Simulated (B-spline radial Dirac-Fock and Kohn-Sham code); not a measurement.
Elastic scattering of 150 eV electrons by the free tungsten atom

The computed values come from a radial B-spline solver: relativistic (Dirac) partial waves in the static field of the Dirac-Fock atom with Furness-McCarthy exchange, without polarisation or absorption potentials. Below a few hundred eV the neglected polarisation potential matters, most of all at small angles.

```csv
θ (°),dσ/dΩ (Å²/sr),Sherman function
0,41.7,0.000
0.5,41.6,0.000
1,41.4,0.000
2,40.6,0.001
4,37.6,0.002
8,28.2,0.004
12,18.3,0.008
16,10.8,0.014
24,3.01,0.030
32,0.557,0.034
45,0.239,-0.184
60,0.327,-0.093
75,0.0741,-0.027
90,0.00207,0.967
105,0.00515,-0.743
120,0.0374,-0.132
135,0.0466,-0.082
150,0.0176,-0.255
165,0.105,-0.039
180,0.197,0.000
```

The total elastic cross section is 8.89 Å², the first transport cross section 0.988 Å² and the second, weighted with (3/2) sin²θ, 1.81 Å². The mean deflection is ⟨1 − cos θ⟩ = 0.111, and 2.1 % of the collisions scatter beyond 90°.

On this grid of angles the cross section has minima near 45°, 90°, 150°, from interference among the few low partial waves with large phase shifts.

Phase shifts modulo π (rad) for κ = −1 to −5: 0.199, 0.989, 1.419, 1.230, 1.189.
